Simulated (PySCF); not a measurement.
# Chromium: a sound run and one with changed settings

Sound run: Cr²⁺ [Ar] 3d4, Cr³⁺ [Ar] 3d3. Computed with PySCF 2.14 in aug-cc-pVDZ-DK (7s6p4d2f, 59 functions), with the spin-free X2C one-electron Hamiltonian (Gaussian nucleus). In the sound run the correlated levels freeze [Ar]. The sound run starts from symmetry-adapted Hartree-Fock orbitals and uses a fine grid where one is needed.

Changed run: initial guess atom, at most 50 SCF cycles.

| species | method | sound run (hartree) | changed run (hartree) | converged |
| --- | --- | --- | --- | --- |
| Cr²⁺ | UHF | -1048.87917 | -1048.87919 | yes |
| Cr²⁺ | BP86 | -1050.03308 | -1050.02988 | no |
| Cr²⁺ | MN15 | -1050.43841 | -1050.43976 | yes |
| Cr²⁺ | MP2 | -1048.91110 | -1048.91113 | yes |
| Cr³⁺ | UHF | -1047.77963 | -1047.77963 | yes |
| Cr³⁺ | BP86 | -1048.86715 | -1048.86715 | yes |
| Cr³⁺ | MN15 | -1049.26376 | -1049.26376 | yes |
| Cr³⁺ | MP2 | -1047.79066 | -1047.79066 | yes |

Ionisation energy of Cr²⁺:

| method | sound run (eV) | changed run (eV) |
| --- | --- | --- |
| UHF | 29.920 | 29.921 |
| MN15 | 31.964 | 32.001 |
| MP2 | 30.489 | 30.490 |
| SCS-MP2 | 30.110 | 30.110 |

Where the changed run lies lower, it found another determinant of the same configuration, with other orbitals of the open shell filled.

For comparison, NIST gives 30.959 ± 0.025 eV between the lowest levels.
